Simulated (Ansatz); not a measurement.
The pair A = aminoborane (SMILES BN) (first 6 atoms), B = H2O (SMILES O); geometry from B3LYP-D3(BJ)/def2-TZVP.
(charge 0, multiplicity 1):
```xyz
9

B      0.56177    -0.49260    -0.14923
N     -0.51178     0.25760     0.29739
H      0.74411    -0.63785    -1.31991
H      1.29521    -0.98582     0.65819
H     -0.69783     0.40530     1.28115
H     -1.16605     0.70458    -0.32372
O     -0.19241     0.15657     3.31438
H      0.75988     0.17674     3.16463
H     -0.38971    -0.75697     3.54881
```

Correlated levels freeze the cores. MP2 and its Hartree–Fock in aug-cc-pVQZ, aug-cc-pVTZ are density fitted.

Codes used: Ansatz (Gaussian orbitals). Values without a source in brackets are computed.

The counterpoise-corrected interaction energy is E(AB) − E(A in the pair's basis) − E(B in the pair's basis). Total energies (hartree):

| level | AB | A in the pair's basis | B in the pair's basis |
|---|---|---|---|
| HF/aug-cc-pVTZ | -157.5907265 | -81.5276245 | -76.0602048 |
| MP2/aug-cc-pVTZ | -158.1956994 | -81.8603619 | -76.3294015 |
| HF/aug-cc-pVQZ | -157.6014359 | -81.5330014 | -76.0655006 |
| MP2/aug-cc-pVQZ | -158.2430710 | -81.8848971 | -76.3520266 |
| MP2/aug-cc-pVDZ | -158.0495350 | -81.7821920 | -76.2618375 |
| CCSD(T)/aug-cc-pVDZ | -158.0985829 | -81.8180283 | -76.2749206 |

Q: Work out the counterpoise-corrected interaction energy at the basis-set limit: extrapolate the MP2 correlation part as X⁻³, take Hartree–Fock from the larger set, and add the CCSD(T) − MP2 difference of aug-cc-pVDZ.

A: 
1. Differences (1 hartree = 627.509 kcal/mol): HF/aug-cc-pVTZ -1.818; MP2/aug-cc-pVTZ -3.725; HF/aug-cc-pVQZ -1.841; MP2/aug-cc-pVQZ -3.857; MP2/aug-cc-pVDZ -3.455; CCSD(T)/aug-cc-pVDZ -3.535.
2. Correlation parts, MP2 less HF: -1.907 in aug-cc-pVTZ (X = 3), -2.016 in aug-cc-pVQZ (X = 4).
3. Limit (4³·(-2.016) − 3³·(-1.907))/(4³ − 3³) = -2.096; with HF/aug-cc-pVQZ it gives -3.937.
4. CCSD(T) less MP2 in aug-cc-pVDZ: -0.081.
Result: -4.02 kcal/mol, against -3.72 at MP2/aug-cc-pVTZ. It is an estimate of this method's limit, not of the exact value.

Ansatz is a quantum-chemistry and plane-wave program.
